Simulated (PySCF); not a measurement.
# Name the molecule from its bond curve

A diatomic of charge 0 contains In. Its doublet curve at PBE0 in a double-zeta basis (scalar-relativistic core potentials, PySCF), in eV from the separated fragments:

```json
{"R (Å)": "2.970", "E (eV)": "-0.264"}
{"R (Å)": "3.109", "E (eV)": "-0.439"}
{"R (Å)": "3.247", "E (eV)": "-0.532"}
{"R (Å)": "3.350", "E (eV)": "-0.564"}
{"R (Å)": "3.454", "E (eV)": "-0.572"}
{"R (Å)": "3.558", "E (eV)": "-0.563"}
{"R (Å)": "3.696", "E (eV)": "-0.533"}
{"R (Å)": "3.869", "E (eV)": "-0.478"}
{"R (Å)": "4.076", "E (eV)": "-0.403"}
{"R (Å)": "4.352", "E (eV)": "-0.306"}
```

The fit gives ωe = 94.1 cm⁻¹ and the rotational constant Bₑ = 0.02850 cm⁻¹.

Which atom is the partner?

The minimum lies at 3.446 Å, so the reduced mass is 16.8576 u Å² cm⁻¹/(Bₑ·Re²) = 49.81 u. With In at 114.90 u the partner weighs about 87.9 u: Sr. The molecule is SrIn.

Spin–orbit coupling is left out. The state was picked by a PBE0 search and need not be the measured ground state.
